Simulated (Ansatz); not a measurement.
Input (CCSDT(Q)/cc-pVDZ; Ansatz, a first-principles code):

Ansatz 0.2 input:
```yaml
crystal:
  periodic: [false, false, false]
  atoms:
    - {symbol: Ga, position_ang: [-0.12079081, 0.10391515, 0.75888875]}
    - {symbol: H, position_ang: [-1.32923483, 0.72347869, 1.51719388]}
    - {symbol: H, position_ang: [1.21940719, -0.49828312, 1.29942277]}
    - {symbol: O, position_ang: [-0.32302334, 0.09035867, -1.02163721]}
    - {symbol: C, position_ang: [0.63058174, -0.41770851, -1.93172472]}
    - {symbol: H, position_ang: [1.52691628, -0.81226412, -1.43681641]}
    - {symbol: H, position_ang: [0.18514763, -1.22464394, -2.52183084]}
    - {symbol: H, position_ang: [0.94297511, 0.37372459, -2.62007463]}
basis:
  gaussian:
    orbitals: cc-pVDZ
magnetization: {spin_polarized: false}
correlation: {method: ccsdt_q, electrons: outside_noble_gas}
```

Output:

```
Functional definition: HF
integrals: 0.10 GiB planned
1575 factors; integrals over basis functions are off by at most 2.1e-7 eV
mean field: 0.41 GiB planned
mean field evaluation 1: about -55477.5511 eV, gradient 3.3e1 eV
mean field evaluation 2: about -55477.6312 eV, gradient 3.3e1 eV
mean field evaluation 4: about -55480.0991 eV, gradient 2.9e0 eV
mean field evaluation 8: about -55480.1311 eV, gradient 1.3e-1 eV
mean field evaluation 16: about -55479.0667 eV, gradient 2.3e1 eV
mean field -55480.13119627 eV, -2038.8572156792 hartree, gradient 7.7e-7 eV, S^2 0.000000; 0 other end points of the search recorded, 0 dependent functions left out
16 core orbitals not correlated, not the lowest: weight in the atoms' cores, before any rotation towards them, 0.825 or more for the frozen orbitals, at most 0.178 for the correlated occupied ones
reference -55480.13119627 eV, -2038.8572156792 hartree; 9, 9 occupied and 55, 55 virtual orbitals, 1575 factors
second order -10.94038587 eV of doubles, -0.00000000 eV of singles
coupled cluster: 1.34 GiB planned
cycle   1  -11.42220510 eV  change   -4.8e-1 eV  update   1.1e-1
cycle   2  -11.90856034 eV  change   -4.9e-1 eV  update   5.2e-2
cycle   3  -12.21282224 eV  change   -3.0e-1 eV  update   2.9e-2
cycle   4  -12.20717628 eV  change    5.6e-3 eV  update   1.0e-2
cycle   5  -12.19450356 eV  change    1.3e-2 eV  update   6.8e-3
cycle   6  -12.19960186 eV  change   -5.1e-3 eV  update   2.8e-3
cycle   7  -12.20035286 eV  change   -7.5e-4 eV  update   1.0e-3
cycle   8  -12.19974560 eV  change    6.1e-4 eV  update   4.9e-4
cycle   9  -12.19955751 eV  change    1.9e-4 eV  update   1.7e-4
cycle  10  -12.19976093 eV  change   -2.0e-4 eV  update   8.1e-5
cycle  11  -12.19961990 eV  change    1.4e-4 eV  update   3.9e-5
cycle  12  -12.19962569 eV  change   -5.8e-6 eV  update   1.4e-5
cycle  13  -12.19962898 eV  change   -3.3e-6 eV  update   7.4e-6
cycle  14  -12.19962760 eV  change    1.4e-6 eV  update   2.9e-6
cycle  15  -12.19962937 eV  change   -1.8e-6 eV  update   1.2e-6
cycle  16  -12.19963021 eV  change   -8.4e-7 eV  update   5.6e-7
perturbative correction -0.02718229 eV, -0.0009989307 hartree
Total energy: -55492.35800876 eV, -2039.3065427507 hartree
```
